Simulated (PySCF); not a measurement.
## Structure elucidation problem

An unknown has the formula C3H11NSi2. Its calculated NMR data are:

1H NMR (400 MHz, computed): δ 7.18 (m, 1H), 7.10 (m, 1H), 4.95 (d, 2H), 4.21 (d, 3H), 2.88 (s, 3H), -0.43 (br s, 1H).

13C{1H} NMR (computed): δ 158.2 (CH), 151.5 (CH), 32.4 (CH3).

PySCF calculation with PBE0/pcSseg-1 with gauge-including orbitals and GFN2-xTB geometry; no relativistic terms, one averaged value for each set of equivalent atoms, one computed conformer, in vacuum.

Chemical shifts δ = σref − σ; TMS for 1H, 13C, all at this level.

Q: What is the structure?

A: 
1. The formula gives 1 degree of unsaturation (no ring in the answer).
2. 3 carbon signals for 3 carbons: no two carbons are equivalent.
3. Carbon types of the structure: 2 × CH, 1 × CH3, leaving 6 H on heteroatoms.
4. δC 158.2, 151.5: alkene CH; as expected for a trigonal carbon in a double bond.
5. δC 32.4: methyl carbon bonded to N; deshielded by the electronegative neighbour.
6. δH 7.18, 7.10: hydrogen on an alkene CH; olefinic region.
7. δH 4.95: hydrogen on a silicon bonded to C, N.
8. δH 4.21: hydrogen on a silicon bonded to C.
9. δH 2.88: hydrogen on a methyl carbon bonded to N; its carbon carries N, hence the downfield position.
10. δH -0.43: hydrogen on a nitrogen bonded to C, Si; exchangeable; this is the value without hydrogen bonding to other molecules.

These data were computed for `InChI=1S/C3H11NSi2/c1-4-6-3-2-5/h2-4H,6H2,1,5H3/b3-2+`.

The data come from this structure; uniqueness wasn't tested.

The OH or NH signal is concentration- and solvent-dependent in practice; the value given is the gas-phase one. Shifts are as computed. Against solution values, carbons near 30 ppm lie about +3 ppm off and those near 130 ppm about +5 ppm. Of 1211 compounds with measured shifts, 218 miss one by over three times the rms of a fit or turn the order of signals round; such compounds aren't used in these exercises. No couplings were computed; multiplicities are counted from neighbouring protons, with m where these are inequivalent, close in shift, in a saturated or five-membered ring or joined by F or P, and br s for small geminal =CH2 splittings.
